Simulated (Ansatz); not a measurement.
Cost and result up the ladder for Si(tBu)Cl3 (C₄H₉Cl₃Si) (17 atoms). Charge 0, multiplicity 1. Geometry: PBE-D4/def2-SVP.

```xyz
17

C     0.052    0.115   -0.105
C     0.819   -0.580   -1.247
C     0.978    1.081    0.662
C    -1.178    0.864   -0.654
Cl   -1.597   -0.366    2.685
Cl    1.046   -2.283    1.894
Cl   -1.814   -2.565    0.154
Si   -0.553   -1.219    1.106
H     1.182    0.181   -1.970
H     1.701   -1.136   -0.870
H     0.175   -1.293   -1.800
H     1.861    0.557    1.081
H     0.448    1.581    1.498
H     1.346    1.870   -0.027
H    -1.754    1.356    0.155
H    -1.864    0.184   -1.198
H    -0.849    1.653   -1.364
```

Ansatz on 4 threads of Arm Neoverse V2 on a shared host. Times are rough, and most runs start from the orbitals of an earlier one. CAM-B3LYP-D4/def2-TZVP serves as the yardstick here, not as an exact answer. Differences are given only for rows in sets of like size (and for xTB, whose basis is part of the method), since another set adds its own error. Binding counts from free atoms at the same level (C triplet, Cl doublet, Si triplet, H doublet; other spins of the atoms weren't run), without zero-point energy or a counterpoise term.

Correlated methods freeze 24 core orbitals.

Correlated methods converge slowly with the basis.

```json
{"level": "PBE-D4/def2-SVP", "functions": "173", "wall time": "2.9 s", "binding energy per atom (eV)": "4.07", "difference from CAM-B3LYP-D4/def2-TZVP (eV)": "–"}
{"level": "PBE0-D4/def2-SVP", "functions": "173", "wall time": "4.2 s", "binding energy per atom (eV)": "4.03", "difference from CAM-B3LYP-D4/def2-TZVP (eV)": "–"}
{"level": "PBE-D4/def2-TZVP (with forces)", "functions": "326", "wall time": "7.5 s", "binding energy per atom (eV)": "4.05", "difference from CAM-B3LYP-D4/def2-TZVP (eV)": "0.08"}
{"level": "r2SCAN-D4/def2-TZVP", "functions": "326", "wall time": "13 s", "binding energy per atom (eV)": "4.00", "difference from CAM-B3LYP-D4/def2-TZVP (eV)": "0.03"}
{"level": "MP2/def2-TZVP", "functions": "326", "wall time": "13 s", "binding energy per atom (eV)": "3.92", "difference from CAM-B3LYP-D4/def2-TZVP (eV)": "-0.05"}
{"level": "CAM-B3LYP-D4/def2-TZVP", "functions": "326", "wall time": "14 s", "binding energy per atom (eV)": "3.97", "difference from CAM-B3LYP-D4/def2-TZVP (eV)": "0.00"}
{"level": "PBE0-D4/def2-TZVP", "functions": "326", "wall time": "15 s", "binding energy per atom (eV)": "4.01", "difference from CAM-B3LYP-D4/def2-TZVP (eV)": "0.03"}
{"level": "r2SCAN0-D4/def2-TZVP", "functions": "326", "wall time": "19 s", "binding energy per atom (eV)": "3.96", "difference from CAM-B3LYP-D4/def2-TZVP (eV)": "-0.01"}
```
